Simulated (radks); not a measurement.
Valence configurations of Sn (all share [Kr]). Method: Dirac Kohn-Sham, PBE, spin-unpolarised, spherical densities, finite nucleus; open shells fill j = l - 1/2 first; Fermi nuclear charge, rms radius 4.6519 fm; computed with a radial shooting solver on a logarithmic mesh with Libxc functionals. Energies are relative to 4d10 5s2 5p2; eigenvalues in eV.

| valence | E (eV) | e(4d3/2) | e(4d5/2) | e(5p1/2) | e(5p3/2) | e(5s1/2) |
|---|---|---|---|---|---|---|
| 4d10 5s2 5p2 | 0.000 | -26.113 | -25.073 | -3.831 | - | -10.321 |
| 4d10 5s1.5 5p2.5 | 3.498 | -26.917 | -25.874 | -4.192 | -3.735 | -10.801 |
| 4d10 5s1 5p3 | 7.065 | -27.688 | -26.643 | -4.533 | -4.056 | -11.254 |
| 4d10 5p4 | 14.387 | -29.151 | -28.101 | -5.167 | -4.652 | - |
| 4d9.5 5s1.5 5p3 | 15.147 | -29.803 | -28.732 | -4.793 | -4.275 | -11.785 |
| 4d9.5 5s0.5 5p4 | 22.777 | -31.248 | -30.172 | -5.425 | -4.869 | -12.615 |
| 4d9 5s2 5p3 | 24.018 | -31.956 | -30.859 | -5.060 | -4.500 | -12.317 |
| 4d9 5s1 5p4 | 31.951 | -33.384 | -32.282 | -5.689 | -5.091 | -13.137 |
| 4d8 5s1 5p5 | 61.457 | -39.080 | -37.922 | -6.814 | -6.095 | -14.927 |
| 4d7 5s1 5p6 | 95.614 | -44.785 | -43.571 | -7.916 | -7.079 | -16.650 |

NIST lists [Kr] 4d10 5s2 5p2 as the ground configuration; this level of theory agrees among the configurations tried. The energies are those of spherical spin-averaged densities, not of single terms.
